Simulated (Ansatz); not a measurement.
Ansatz (an electronic-structure program) input (HSE06/def2-TZVPD):

Ansatz 0.2 input:
```yaml
crystal:
  periodic: [false, false, false]
  atoms:
    - {symbol: Sn, position_ang: [0.00434563, -0.00040758, 0.04862414]}
    - {symbol: H, position_ang: [-0.12919566, -1.28652501, -1.22463579]}
    - {symbol: H, position_ang: [-0.08808596, 1.30690401, -1.20657105]}
basis:
  gaussian:
    orbitals: def2-TZVPD
hamiltonian:
  xc: {name: HSE06}
total_charge: -1
magnetization: {spin_polarized: true, initial_magnetization: 1}
output: {forces: true}
```

Output:

```
Functional definition: HSE06
integrals: 0.02 GiB planned
590 factors; their error is unknown
integrals: 0.05 GiB planned
69 factors; integrals over basis functions are off by at most 1.8e-5 eV
mean field: 0.22 GiB planned
mean field evaluation 1: about -5863.5113 eV, gradient 1.0e1 eV
mean field evaluation 2: about -5863.5506 eV, gradient 1.0e1 eV
mean field evaluation 4: about -5863.9448 eV, gradient 3.0e-1 eV
mean field evaluation 8: about -5864.0244 eV, gradient 8.5e-3 eV
mean field -5864.02435487 eV, -215.4989202631 hartree, gradient 1.3e-5 eV, S^2 0.755046; 0 other end points of the search recorded, 0 dependent functions left out
the calculation of the forces begins
reference -5864.02438856 eV, -215.4989215010 hartree; 13, 12 occupied and 61, 62 virtual orbitals, 590 factors
Total energy: -5864.02438856 eV, -215.4989215010 hartree
Atom 0 at     0.004346    -0.000408     0.048624 Å, force    -0.010466     0.000982    -0.117108 eV/Å
Atom 1 at    -0.129196    -1.286525    -1.224636 Å, force     0.006310     0.067470     0.059028 eV/Å
Atom 2 at    -0.088086     1.306904    -1.206571 Å, force     0.004156    -0.068451     0.058081 eV/Å
Dipole moment:     0.022771    -0.002136     0.254788 e Å
```
